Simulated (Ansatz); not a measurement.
ClH3Si (SMILES [SiH3]Cl) moved off its minimum; all values from Ansatz (an electronic-structure program), cores frozen in correlated methods.
(charge 0, multiplicity 1)
```xyz
5

Si    -1.1552    -0.0880     0.1543
Cl     0.9787     0.1568    -0.0278
H     -1.4168    -1.1509    -0.8931
H     -1.6572     1.3773    -0.3377
H     -1.4522    -0.5962     1.2657
```

Task: Give the forces (eV/Å), the total energy and the dipole at CCSD(T)/aug-cc-pV(T+d)Z.

Result: 
| atom | Fx | Fy | Fz |
|---|---|---|---|
| Si1 | 2.661 | 3.571 | -7.747 |
| Cl2 | -1.057 | -0.146 | 0.377 |
| H3 | -0.184 | 0.593 | 0.361 |
| H4 | 0.232 | -1.907 | 0.939 |
| H5 | -1.652 | -2.110 | 6.070 |
Energy -750.6043 hartree, dipole 2.24 D.
